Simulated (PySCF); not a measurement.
Molecular orbitals of CuB

PBE0 at R = 1.962 Å; Cu def2-TZVPP, B def2-TZVPP; no relativity (PySCF 2.14). State: ¹Σ⁺ (singlet), closed shell. Only the outer orbitals are listed, counted within each symmetry.

```
orbital  occ.  ε (eV)  on Cu (%)           main shells (%)
     7σ     2  -11.85         32  64 B s, 18 Cu d, 10 Cu s
     3π     2   -8.85         96                   96 Cu d
     3π     2   -8.85         96                   96 Cu d
     1δ     2   -8.61        100                  100 Cu d
     1δ     2   -8.61        100                  100 Cu d
     8σ     2   -8.51         81           77 Cu d, 17 B s
     9σ     2   -5.43         47   48 Cu s, 41 B p, 12 B s
     4π     0   -2.46         15           85 B p, 13 Cu p
     4π     0   -2.46         15           85 B p, 13 Cu p
    10σ     0   -1.65         84  70 Cu s, 29 B p, 10 Cu p
```

Which are the highest filled and the lowest empty level, where do they sit, and how wide is the gap?

Highest filled 9σ at -5.43 eV (in %: 48 Cu s, 41 B p, 12 B s); lowest empty 4π at -2.46 eV (in %: 85 B p, 13 Cu p); the gap at PBE0 is 2.97 eV.

The bond order (Mayer) is 1.36 and the ⟨S²⟩ is 0.000. The charge on Cu (Mulliken, basis-dependent) is -0.05 and the charge on Cu (Löwdin, basis-dependent) is 0.10. The dipole moment (positive dipole means Cu(−)B(+)) is -1.82 D and the polarisability along the bond is 101.0 bohr³. The polarisability across the bond is 39.7 bohr³.
